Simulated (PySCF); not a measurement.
SMILES C=[CH][GeH]([Cl])[CH]=C at its CAM-B3LYP/def2-SVP optimised geometry (Å):

```
13

Ge    -0.2791    -0.6945     0.0000
Cl     1.9000    -0.6945     0.0000
C     -0.8209     1.1628     0.0000
C      0.0300     2.1873    -0.0101
C     -0.8924    -1.6505     1.5622
C     -1.6034    -2.7747     1.4762
H     -0.7293    -1.4490    -1.2594
H     -1.9000     1.3606     0.0172
H      1.1130     2.0302    -0.0269
H     -0.3192     3.2250    -0.0026
H     -0.6507    -1.2398     2.5490
H     -1.9602    -3.3047     2.3657
H     -1.8627    -3.2250     0.5118
```

Computed with CAM-B3LYP/def2-TZVP (PySCF).

Map of the electrostatic potential (hartree/e), clipped to [-0.08, 0.12] on the plane z = 0.8 Å:

```
|::::::::::::::::::::::::.......|
|::::::::::::::::::::::::.......|
|::::::::::::::::::::::::.......|
|::::::::::::----::::::::.......|
|::::::::::::--=--:::::::.......|
|:::::::::::--=+=-::::::........|
|::::::::::::-+**=-:::::........|
|::::::::::::-+#@#=-::::........|
|::::::::::::-*@@@#=--::........|
|:::::::-----=#@@@@*=-::........|
|::::::--=+++#@@@@#+=-:.........|
|::::::--=*#@@@@%*=--:..........|
|::::::--=*#@@@@*=-::.     .....|
|::::::--==+%@@@#+=:..      ....|
|:::::::--=+#@@@@@*=--:.    ....|
|::::::::-=+%@@@@@@#@@@+.    ...|
|::::::::-=*@@@@@@@@@@@@-.   ...|
|:::::::::-*@@@@@@@@@@@@=.   ...|
|:::::::::-+@@@@@@@@@@@@-.   ...|
|::::::..::*@@@@@@%*#@#-.    ...|
|:::::::::=#@@@@@%+-::.      ...|
|::::::::=%@@@@@*=:.         ...|
|:::::::-*@@@@@=::..        ....|
|:::::::=%@@@@#:...         ....|
|::::::-=%@@@@+:....       .....|
|::::::--*@@@*-:.....   ........|
|:::::::-=+*+-:.................|
|:::::::-----::.................|
|::::::::::::::.................|
|:::::::::::::::................|
|:::::::::::::::................|
```
Scale: ten equal steps from -0.030 (start of ' ') to 0.120 (end of '@'), in the order ' .:-=+*#%@'; x runs from -5.50 to 5.50, y from -5.50 (bottom) to 5.50 (top).
